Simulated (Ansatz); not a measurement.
Consider the isomerisation: `[SiH3]C1BN[SiH2]1` → `C[SiH]1[SiH2]B1N`.

Gas-phase electronic energies from Ansatz, PBE0-D4/def2-TZVP geometries. CCSD(T)/CBS is the MP2 limit (def2-TZVPP, def2-QZVPP) plus CCSD(T) − MP2 in def2-TZVPP, frozen cores. DFT in def2-TZVPP. One conformer a species, not always the lowest.

```json
{"level": "PBE-D4", "ΔE (kcal/mol)": "32.1"}
{"level": "ωB97X-V", "ΔE (kcal/mol)": "43.4"}
{"level": "HF/def2-TZVPP", "ΔE (kcal/mol)": "52.4"}
{"level": "CCSD/def2-TZVPP", "ΔE (kcal/mol)": "44.8"}
```

Problem. What does CCSD(T)/CBS give? (Estimate.)

Solution. The calculation gave: +43.7 kcal/mol. The listed levels differ from it by -11.6, -0.3, 8.7, 1.1 kcal/mol.

Largest T1 diagnostic among the species: 0.015.

The D4 term adds +1.7 kcal/mol with B3LYP and +0.8 kcal/mol with PBE0; it sums over pairs of atoms, weighted by their polarisabilities, and B3LYP, whose exchange is more repulsive, gets the larger term. From PBE to PBE0 (25 % exact exchange), in def2-TZVPP and without D4, ΔE moves by +5.1 kcal/mol. In def2-TZVPP, CCSD(T) changes the Hartree–Fock value by −9.3 kcal/mol (the triples alone add −1.6 kcal/mol) and MP2 by −5.1 kcal/mol.

B3LYP here is the variant with VWN-RPA as its local correlation; programs differ in this.
